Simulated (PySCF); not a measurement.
Finite-field polarisability of Cd (cadmium, neutral)

[Kr] 4d10 5s2, closed-shell 1S. Computed with PySCF 2.14 in x2c-TZVPPall with one added diffuse shell each of s, p, d, f type (9s7p7d3f1g, 95 functions), with the spin-free X2C one-electron Hamiltonian (Gaussian nucleus). Frozen: [Kr]. Energy changes in a uniform field (μhartree):

```json
{"axis": "x", "F (au)": "0.0018", "HF": "-103.091", "MP2": "-66.573", "CCSD": "-79.799", "CCSD(T)": "-77.043"}
{"axis": "x", "F (au)": "0.0036", "HF": "-412.777", "MP2": "-266.420", "CCSD": "-319.432", "CCSD(T)": "-308.380"}
```

(1) Derive α along x at CCSD(T) from the two fields.

(2) And the mean polarisability at each level?

Answers

(1) With ΔE = −αF²/2 − γF⁴/24, α = −(16 ΔE(F) − ΔE(2F))/(6F²) = 47.55 bohr³.

(2) HF 63.61, MP2 41.09, CCSD 49.25, CCSD(T) 47.55 bohr³. Reference: 46 ± 2 bohr³ (recommended; Schwerdtfeger and Nagle, table of static dipole polarizabilities (2023 update)).
